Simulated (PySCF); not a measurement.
# Electron correlation in I (iodine, neutral)

[Kr] 4d10 5s1 5p5 6s1, high-spin 4P determinant (an excited configuration). All numbers are calculated (PySCF 2.14, the spin-free X2C one-electron Hamiltonian (Gaussian nucleus), in aug-cc-pwCVTZ-DK3). Frozen: [Kr] 4d10; 7 electrons correlated.

MP2 pair energies summed by pair of shells (mhartree):

```
 pair   energy  share (%)
5p-5p  -110.57       67.3
5p-6s   -38.67       23.5
5s-5p   -14.72        9.0
5s-6s    -0.30        0.2
```

Total MP2 correlation energy: -164.26 mhartree.

Same-spin part -30.82 and opposite-spin part -133.45 mhartree; SCS-MP2 scales them by 1/3 and 6/5 to -170.41 mhartree.
